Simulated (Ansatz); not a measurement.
Geometry optimisation, RKS PBE0/6-31G* in Ansatz 0.2.0.

Input:

```yaml
crystal:
  periodic: [false, false, false]
  atoms:
    - { symbol: Al, position_ang: [0.047887, -0.681975, -0.397867] }
    - { symbol: H, position_ang: [0.03322, 0.223564, 2.210381] }
    - { symbol: Cl, position_ang: [1.821735, 0.373433, -0.721865] }
    - { symbol: Cl, position_ang: [-1.758277, 0.049608, -1.150167] }
    - { symbol: "N", position_ang: [0.045438, -2.24397, 0.60332] }
    - { symbol: H, position_ang: [-0.713522, -2.908671, 0.537748] }
    - { symbol: H, position_ang: [0.910287, -2.699784, 0.866452] }
    - { symbol: H, position_ang: [-0.018768, -0.458305, 2.004697] }
basis:
  gaussian: { orbitals: "6-31G*" }
hamiltonian:
  xc: pbe0
relax:
  f_tol: 0.03
  max_steps: 50
```

Run as:

```bash
$ ansatz run input.yaml --threads 1 --pin off --max-ram 2048MiB --backend cpu --events-out ev --progress --plain --runs-dir out
```

Problem. Where does it end, and by what steps?

Solution. The forces met the threshold. The force dipped under the threshold on the way, but the program's further checks kept it going. After 10 steps the energy has fallen by 0.221 eV; H8 moved furthest, 0.59 Å.

```
step  energy less start (eV)  largest force component (eV/Å)  accepted
   0                  0.0000                           1.534       yes
   1                 -0.1540                           0.896       yes
   2                 -0.1995                           0.432       yes
   3                 -0.2114                           0.352       yes
   4                 -0.2142                           0.280       yes
   5                 -0.2166                           0.122       yes
   6                 -0.2139                           0.596        no
   7                 -0.2185                           0.013       yes
   8                 -0.2188                           0.276       yes
   9                 -0.2203                           0.079       yes
  10                 -0.2208                           0.007       yes
```

```xyz
8
Properties=species:S:1:pos:R:3
Al 0.085 -0.820 -0.344
H -0.123 0.675 2.180
Cl 1.868 0.233 -0.646
Cl -1.737 0.062 -0.874
N 0.123 -2.462 0.285
H -0.695 -3.038 0.421
H 0.969 -2.958 0.530
H -0.122 -0.038 2.400
```

Whether the end is a true minimum wasn't checked by a vibrational analysis.

Time of the run: 53 s on 1 thread of Arm Neoverse V1, on a shared host, peak memory 0.16 GiB.
